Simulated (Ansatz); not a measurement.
Reaction (formal exchange of groups at a Te–C bond): dimethyl telluride + `[NH2][AlH][SiH3]` → `C[Te][AlH][SiH3]` + CH₃NH₂

Computed with Ansatz on PBE0-D4/def2-TZVP structures; ΔE is electronic, products minus reactants. CCSD(T)/CBS adds triple-zeta CCSD(T) − MP2 to the extrapolated MP2 energy (def2 sets, frozen cores). Elements past krypton have def2 core potentials. For Te outer-core shells are correlated without core-valence functions, which leaves a few kJ/mol of doubt a bond. One conformer a species, not always the lowest.

```
           species  CCSD(T)/CBS(def2) energy (Eh)
          `C[Te]C`                     -347.43957
`[NH2][AlH][SiH3]`                     -589.42853
`C[Te][AlH][SiH3]`                     -841.10584
            CH₃NH₂                      -95.75281
```

**Question.** Work out ΔE.

**Answer.** ΔE = (-841.10584) + (-95.75281) − (-347.43957) − (-589.42853) = 0.00945 Eh = +24.8 kJ/mol.

Largest T1 diagnostic among the species: 0.013.

In def2-TZVPP, CCSD(T) changes the Hartree–Fock value by +6.5 kJ/mol (the triples alone add −0.6 kJ/mol) and MP2 by +9.2 kJ/mol.
